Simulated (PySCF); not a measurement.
Isomers of C6H16BN, from PBE0-D3(BJ)/def2-SVP geometry optimisation, gas phase in PySCF 2.14.0. One conformer each, no zero-point energy, no frequencies.

**Question.** Which isomer lies lowest at this level?
A. `CN(C)BC(C)(C)C`: A = 3159, B = 1203, C = 1095 MHz, dipole 1.86 D
B. `[BH3-:1][N+:2]([CH3:3])([CH3:4])[CH2:5][CH:6]1[CH2:7][CH2:8]1` with B1–N2–C5–C6 -179°, N2–C5–C6–C7 88°: A = 3694, B = 1213, C = 1180 MHz, dipole 5.45 D
C. `[CH3:1][C@H:2]1[CH2:3][BH2-:4][N+:5]([CH3:6])([CH3:7])[CH2:8]1` with C1–C2–C3–B4 153°, C2–C3–B4–N5 -8°, C3–B4–N5–C6 -138°, B4–N5–C8–C2 38°: A = 3333, B = 1454, C = 1329 MHz, dipole 4.40 D

**Answer.** A. That is `CN(C)BC(C)(C)C`, 14.7 kcal/mol below the next.

| SMILES | mapped SMILES | E (Eh) | relative (kcal/mol) | relative (kJ/mol) | dipole (D) |
| --- | --- | --- | --- | --- | --- |
| CN(C)BC(C)(C)C | [CH3:1][N:2]([CH3:3])[BH:4][C:5]([CH3:6])([CH3:7])[CH3:8] | -317.30031 | 0.0 | 0.0 | 1.86 |
| C[C@H]1C[BH2-][N+](C)(C)C1 | [CH3:1][C@H:2]1[CH2:3][BH2-:4][N+:5]([CH3:6])([CH3:7])[CH2:8]1 | -317.27691 | 14.7 | 61.4 | 4.40 |
| [BH3-][N+](C)(C)CC1CC1 | [BH3-:1][N+:2]([CH3:3])([CH3:4])[CH2:5][CH:6]1[CH2:7][CH2:8]1 | -317.22976 | 44.3 | 185.2 | 5.45 |

As drawn, the highest has a three-membered ring, which the lowest lacks.
